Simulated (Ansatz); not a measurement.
Computed with Ansatz on PBE0-D4/def2-TZVP structures; ΔE is electronic, products minus reactants. CBS: MP2 limit from def2 TZ/QZ plus the TZ coupled-cluster correction, frozen cores. DFT in def2-TZVPP. For Ga outer-core shells are correlated without core-valence functions, which leaves a few kJ/mol of doubt a bond. Scalar relativity is left out up to krypton. Each species was taken in one conformer, which may not be the lowest.

Reaction (isomerisation): `CC[NH][GaH2]` → `C[CH2][GaH][NH2]`

```csv
level,ΔE (kJ/mol)
B2PLYP,-48.7
r2SCAN0,-50.0
HF/def2-SVP,-29.7
CCSD/CBS(def2),-55.9
```

Q: What does CCSD(T)/CBS give? (Best estimate.)

A: Computed: -55.8 kJ/mol. The listed levels differ from it by 7.1, 5.8, 26.1, -0.1 kJ/mol.

Largest T1 diagnostic among the species: 0.014.

Leaving LDA and LC-ωPBE aside and taking each functional with its dispersion term where it has one, the values, not all of them listed here, spread over 11.3 kJ/mol, from PBE-QIDH to B97M-V. LDA lies +6.2 kJ/mol from PBE without D4. In def2-TZVPP, CCSD(T) changes the Hartree–Fock value by −8.1 kJ/mol (the triples alone add +0.1 kJ/mol) and MP2 by −13.1 kJ/mol. At CCSD(T), def2-SVP lies +26.4 kJ/mol from the extrapolated value and def2-TZVPP +6.0 kJ/mol.
